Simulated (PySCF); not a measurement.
Where the electron goes

Species: CH2=CFCOOEt, C5H7FO2.
Geometry (PBE0-D3(BJ)/def2-SVP, Å), atoms numbered from 1 in this order:
```xyz
15
C5H7FO2 angstrom
C      3.267    0.198    0.195
C      2.015    0.463   -0.167
F      1.717    1.372   -1.087
C      0.844   -0.243    0.437
O      0.947   -1.097    1.279
O     -0.305    0.190   -0.066
C     -1.486   -0.425    0.451
C     -2.671    0.178   -0.254
H      3.438   -0.562    0.957
H      4.107    0.726   -0.259
H     -1.416   -1.513    0.296
H     -1.521   -0.262    1.541
H     -2.718    1.264   -0.086
H     -2.615    0.000   -1.338
H     -3.601   -0.271    0.123
```

The calculation used PySCF 2.14.0, density-fitted response routines, TDDFT CAM-B3LYP/def2-SVPD, vertical, gas phase, core orbitals frozen in the response.

Frontier orbitals with the atoms that hold most of them (Löwdin shares over 4%, at most four atoms; ? is withheld):

```csv
orbital,ε (eV),atoms
LUMO+2,1.70,"C1 26%, C8 11%, H10 9%, C2 8%"
LUMO+1,1.23,"C8 18%, C7 16%, C4 12%, H15 7%"
LUMO,?,?
HOMO,-9.41,"C1 36%, C2 30%, F3 15%, O5 8%"
HOMO-1,-9.98,?
HOMO-2,-10.48,"O6 40%, O5 19%, C7 15%, H12 7%"
HOMO-3,-11.81,"O6 31%, C7 23%, C8 16%, O5 7%"
```

**Question.** Give the leading atoms of the HOMO-1.

**Answer.** O5 (bonded to C) 65%; O6 (bonded to 2 C) 10%; C4 (bonded to C and 2 O) 9%; C2 (bonded to 2 C and F) 6%. By element: oxygen 75%, carbon 15% or more.

**Question.** Give the leading atoms of the LUMO.

**Answer.** C1 (bonded to C and 2 H) 25%; C2 (bonded to 2 C and F) 20%; C4 (bonded to C and 2 O) 18%; O5 (bonded to C) 15%. By element: carbon 63% or more, oxygen 15% or more.

**Question.** What is the LUMO energy, and the HOMO–LUMO gap?

**Answer.** ε(LUMO) = -0.40 eV; the gap is 9.01 eV (0.3311 hartree).

**Question.** How does S1 compare with the orbital gap of 9.01 eV?

**Answer.** S1 is at 5.22 eV (f = 0.0001), 3.79 eV below the gap, made of HOMO-1→LUMO (94%). Its leading pair isn't HOMO and LUMO; the energies of that pair differ by 9.58 eV. Without the coupling terms of the response equations the lowest excitation would equal the gap.

**Question.** One configuration dominates each of S1, S2, S3 and S6. Which, and how do the shares of the two leading atoms of either orbital change from the occupied to the empty one?

**Answer.** 
- S1 (5.22 eV, f 0.0001), HOMO-1→LUMO (94%): O5 65% → 15%, O6 10% → at most 16%, C1 at most 6% → 25%, C2 6% → 20%
- S2 (6.14 eV, f 0.308), HOMO→LUMO (98%): C1 36% → 25%, C2 30% → 20%
- S3 (7.11 eV, f 0.135), HOMO-2→LUMO (94%): O6 40% → at most 16%, O5 19% → 15%, C1 at most 7% → 25%, C2 at most 7% → 20%
- S6 (8.26 eV, f 0.039), HOMO-1→LUMO+1 (73%): O5 65% → at most 7%, O6 10% → at most 7%, C8 at most 6% → 18%, C7 at most 6% → 16%

Löwdin shares depend on the basis, the more so with diffuse functions.

One conformer stands for the species.
